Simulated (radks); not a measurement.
Results of a calculation; reference values are marked as such.
These are the eigenvalues of the occupied orbitals of an atom or ion with whole-number occupations (Ry). Level of theory: non-relativistic Kohn-Sham, TPSS, spin-polarised, spherical densities, point nucleus; meta-GGA in the generalised Kohn-Sham scheme (a radial shooting solver on a logarithmic mesh with Libxc functionals).

| orbital | eigenvalue |
|---|---|
| 1s | -6019.895 |
| 2s | -1185.208 |
| 2p | -1149.614 |
| 3s | -428.5421 |
| 3p | -412.1622 |
| 3d | -382.4432 |
| 4s | -216.7871 |

Which element is it, and in what charge state? The configuration may be excited. Open shells, if any, are filled with parallel spins first.

Answer. Z = 82, lead, charge +52: Pb52+ in [Ar] 3d10 4s2. The list shows which subshells hold electrons but not how many an open one holds; the 1s level, -3009.9 hartree, gives Z - s = 77.6 by -(Z - s)^2/2, which with screening narrows Z to a few neighbours, and the depths of the outer levels then fix element, charge and occupations together.
